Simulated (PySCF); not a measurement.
## Correlation energy of Ar⁺ (argon, charge +1)

[Ne] 3s2 3p5, 2P determinant. Calculation: PySCF 2.14, in def2-TZVPPD; the non-relativistic Hamiltonian (point nucleus). Frozen: 1s2; 15 electrons correlated.

| level | correlation energy (mhartree) |
| --- | --- |
| CCSD | -352.80 |
| (T) | -6.70 |
| CCSD(T) | -359.50 |

Diagnostics: T1 = 0.0048, D1 = 0.0235, largest double amplitude 0.039.

Problem. Is a single reference adequate?

Solution. Yes: T1 lies below 0.03 and no double amplitude reaches 0.07.

This basis was not built for core-valence correlation, so the inner-shell part is incomplete.
